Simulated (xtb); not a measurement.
A run for xtb: GFN2-xTB on GeH2O (SMILES [OH][GeH]), a point of a torsion scan.

```
$ xtb mol.xyz --gfn 2 --opt vtight --chrg 0 --uhf 0 --input xcontrol
4

O     -0.96403256     0.25624721     0.35545839
Ge     0.66461769     0.68574038    -0.21659423
H     -1.32780103    -0.44806812    -0.24114508
H      0.71991779     0.47107323    -1.75631301
$constrain
  force constant=1.0
  dihedral: 3,1,2,4,30.0
$end
```

Program output:

```
[...]
           -------------------------------------------------
          |                Calculation Setup                |
           -------------------------------------------------



           -------------------------------------------------
          |                 G F N 2 - x T B                 |
           -------------------------------------------------

        Reference                      10.1021/acs.jctc.8b01176
      * Hamiltonian:
        H0-scaling (s, p, d)           1.850000    2.230000    2.230000
        zeta-weighting                 0.500000
      * Dispersion:
        s8                             2.700000
        a1                             0.520000
        a2                             5.000000
        s9                             5.000000
      * Repulsion:
        kExp                           1.500000    1.000000
        rExp                           1.000000
      * Coulomb:
        alpha                          2.000000
        third order                    shell-resolved
        anisotropic                    true
        a3                             3.000000
        a5                             4.000000
        cn-shift                       1.200000
        cn-exp                         4.000000
        max-rad                        5.000000


          ...................................................
          :                      SETUP                      :
          :.................................................:
          :  # basis functions                  16          :
          :  # atomic orbitals                  15          :
          :  # shells                            7          :
          :  # electrons                        12          :
          :  max. iterations                   250          :
          :  Hamiltonian                  GFN2-xTB          :
          :  restarted?                      false          :
          :  GBSA solvation                  false          :
          :  PC potential                    false          :
          :  electronic temp.          300.0000000     K    :
          :  accuracy                    1.0000000          :
          :  -> integral cutoff          0.2500000E+02      :
          :  -> integral neglect         0.1000000E-07      :
          :  -> SCF convergence          0.1000000E-05 Eh   :
          :  -> wf. convergence          0.1000000E-03 e    :
          :  Broyden damping             0.4000000          :
          :  net charge                          0          :
          :  unpaired electrons                  0          :
          ...................................................

 iter      E             dE          RMSdq      gap      omega  full diag
   1     -6.9190310 -0.691903E+01  0.206E+01    2.78       0.0  T
   2     -7.0168963 -0.978653E-01  0.112E+01    3.65       1.0  T
   3     -7.0543570 -0.374607E-01  0.705E+00    3.28       1.0  T
   4     -7.0506508  0.370616E-02  0.267E+00    3.31       1.0  T
   5     -7.0552686 -0.461777E-02  0.258E-01    3.38       1.0  T
   6     -7.0551788  0.897319E-04  0.383E-01    3.39       1.0  T
   7     -7.0552738 -0.949543E-04  0.264E-02    3.38       1.9  T
   8     -7.0552730  0.797822E-06  0.472E-02    3.38       1.1  T
   9     -7.0552739 -0.940303E-06  0.413E-03    3.38      12.1  T
  10     -7.0552739 -0.379044E-08  0.138E-03    3.38      36.3  T
  11     -7.0552739 -0.883962E-09  0.116E-04    3.38     430.5  T
  12     -7.0552739 -0.317080E-12  0.685E-05    3.38     729.9  T

   *** convergence criteria satisfied after 12 iterations ***

         #    Occupation            Energy/Eh            Energy/eV
      -------------------------------------------------------------
         1        2.0000           -0.6811818             -18.5359
         2        2.0000           -0.6211337             -16.9019
         3        2.0000           -0.5447590             -14.8236
         4        2.0000           -0.4686419             -12.7524
         5        2.0000           -0.4596103             -12.5066
         6        2.0000           -0.3765402             -10.2462 (HOMO)
         7                         -0.2522122              -6.8630 (LUMO)
         8                         -0.1210094              -3.2928
         9                         -0.1070440              -2.9128
        10                         -0.0345420              -0.9399
        11                          0.0350598               0.9540
       ...                                ...                  ...
        15                          0.8643309              23.5196
      -------------------------------------------------------------
                  HL-Gap            0.1243280 Eh            3.3831 eV
             Fermi-level           -0.3143762 Eh           -8.5546 eV

 SCC (total)                   0 d,  0 h,  0 min,  0.003 sec
 SCC setup                      ...        0 min,  0.000 sec (  3.159%)
 Dispersion     
[...]
................................

 iter      E             dE          RMSdq      gap      omega  full diag
   1     -7.0688906 -0.706889E+01  0.140E-06    3.40       0.0  T
   2     -7.0688906 -0.266454E-14  0.883E-07    3.40   56620.0  T
   3     -7.0688906  0.621725E-14  0.845E-08    3.40  100000.0  T

   *** convergence criteria satisfied after 3 iterations ***

         #    Occupation            Energy/Eh            Energy/eV
      -------------------------------------------------------------
         1        2.0000           -0.6834491             -18.5976
         2        2.0000           -0.6315548             -17.1855
         3        2.0000           -0.5358882             -14.5823
         4        2.0000           -0.4699628             -12.7883
         5        2.0000           -0.4567768             -12.4295
         6        2.0000           -0.3763719             -10.2416 (HOMO)
         7                         -0.2512550              -6.8370 (LUMO)
         8                         -0.1575716              -4.2877
         9                         -0.1042450              -2.8367
        10                         -0.0318812              -0.8675
        11                          0.0570304               1.5519
       ...                                ...                  ...
        15                          0.7701955              20.9581
      -------------------------------------------------------------
                  HL-Gap            0.1251170 Eh            3.4046 eV
             Fermi-level           -0.3138135 Eh           -8.5393 eV

 SCC (total)                   0 d,  0 h,  0 min,  0.001 sec
 SCC setup                      ...        0 min,  0.000 sec (  5.542%)
 Dispersion                     ...        0 min,  0.000 sec (  1.269%)
 classical contributions        ...        0 min,  0.000 sec (  0.457%)
 integral evaluation            ...        0 min,  0.000 sec ( 26.576%)
 iterations                     ...        0 min,  0.000 sec ( 30.318%)
 molecular gradient             ...        0 min,  0.000 sec ( 30.967%)
 printout                       ...        0 min,  0.000 sec (  4.179%)

         :::::::::::::::::::::::::::::::::::::::::::::::::::::
         ::                     SUMMARY                     ::
         :::::::::::::::::::::::::::::::::::::::::::::::::::::
         :: total energy              -7.046192270499 Eh    ::
         :: gradient norm              0.000052968658 Eh/a0 ::
         :: HOMO-LUMO gap              3.404606069549 eV    ::
         ::.................................................::
         :: SCC energy                -7.068890610744 Eh    ::
         :: -> isotropic ES            0.009977944011 Eh    ::
         :: -> anisotropic ES          0.002013276165 Eh    ::
         :: -> anisotropic XC         -0.000225715814 Eh    ::
         :: -> dispersion             -0.001390473483 Eh    ::
         :: repulsion energy           0.022684996923 Eh    ::
         :: add. restraining           0.000013343321 Eh    ::
         :: total charge              -0.000000000000 e     ::
         :::::::::::::::::::::::::::::::::::::::::::::::::::::

           -------------------------------------------------
          |                Property Printout                |
           -------------------------------------------------

    * Orbital Energies and Occupations

         #    Occupation            Energy/Eh            Energy/eV
      -------------------------------------------------------------
         1        2.0000           -0.6834491             -18.5976
         2        2.0000           -0.6315548             -17.1855
         3        2.0000           -0.5358882             -14.5823
         4        2.0000           -0.4699628             -12.7883
         5        2.0000           -0.4567768             -12.4295
         6        2.0000           -0.3763719             -10.2416 (HOMO)
         7                         -0.2512550              -6.8370 (LUMO)
         8                         -0.1575716              -4.2877
         9                         -0.1042450              -2.8367
        10                         -0.0318812              -0.8675
        11                          0.0570304               1.5519
        12                          0.0591634               1.6099
        13                          0.1414394               3.8488
        14                          0.3381614               9.2018
        15                          0.7701955              20.9581
      -------------------------------------------------------------
                  HL-Gap            0.1251170 Eh            3.4046 eV
             Fermi-level           -0.3138135 Eh           -8.5393 eV

     #   Z          covCN         q      C6AA      α(0)
     1   8 O        1.586    -0.478    22.462     6.396
     2  32 Ge       1.587     0.362   249.026    33.044
     3   1 H        0.806     0.314     0.679     1.294
     4   1 H        0.806    -0.199    10.897     5.185

 Mol. C6AA /au·bohr⁶  :        589.907085
 Mol. C8AA /au·bohr⁸  :      34305.897953
 Mol. α(0) /au        :         45.918834


Wiberg/Mayer (AO) data.
largest (>0.10) Wiberg bond orders for each atom

 ---------------------------------------------------------------------------
     #   Z sym  total        # sym  WBO       # sym  WBO       # sym  WBO
 ---------------------------------------------------------------------------
     1   8 O    2.229 --     2 Ge   1.346     3 H    0.863
     2  32 Ge   2.321 --     1 O    1.346     4 H    0.938
     3   1 H    0.901 --     1 O    0.863
     4   1 H    0.961 --     2 Ge   0.938
 ---------------------------------------------------------------------------

Topologies differ in total number of bonds
Writing topology from bond orders to xtbtopo.mol

molecular dipole:
                 x           y           z       tot (Debye)
 q only:        0.199      -0.118       0.255
   full:        0.114      -0.204       0.313       0.993
molecular quadrupole (traceless):
                xx          xy          yy          xz          yz          zz
Note: The following floating-point exceptions are signalling: IEEE_DENORMAL
normal termination of xtb
 q only:        2.019       2.302       1.298       2.193       0.708      -3.317
  q+dip:        1.840       2.492       1.219       2.913       1.138      -3.059
   full:        1.381       1.543       3.281       3.043       0.601      -4.662

           -------------------------------------------------
          |                Geometry Summary                 |
           -------------------------------------------------

      molecular mass/u    :       90.6428366
   center of mass at/Å    :        0.4119647       0.6410157      -0.0758976
  moments of inertia/u·Å² :        0.3332381E+01   0.4490357E+02   0.4802353E+02
rotational constants/cm⁻¹ :        0.5058735E+01   0.3754185E+00   0.3510286E+00

 * 2 selected distances

     #   Z          #   Z                                           value/Å
     1   8 O        2  32 Ge                                      1.7534486 (max)
     1   8 O        3   1 H                                       0.9549521 (min)

 * 2 distinct bonds (by element types)

   Z      Z             #   av. dist./Å        max./Å        min./Å
   1 H    8 O           1     0.9549521     0.9549521     0.9549521
   8 O   32 Ge          1     1.7534486     1.7534486     1.7534486


optimized geometry written to: xtbopt.xyz


           -------------------------------------------------
          | TOTAL ENERGY               -7.046192270499 Eh   |
          | GRADIENT NORM               0.000052968658 Eh/α |
          | HOMO-LUMO GAP               3.404606069549 eV   |
           -------------------------------------------------

------------------------------------------------------------------------
------------------------------------------------------------------------
 total:
 SCF:
 ANC optimizer:
```

The run finished.

Warnings raised: the energy holds the restraint's term.

Cost: around 0.04 core-seconds (rough).
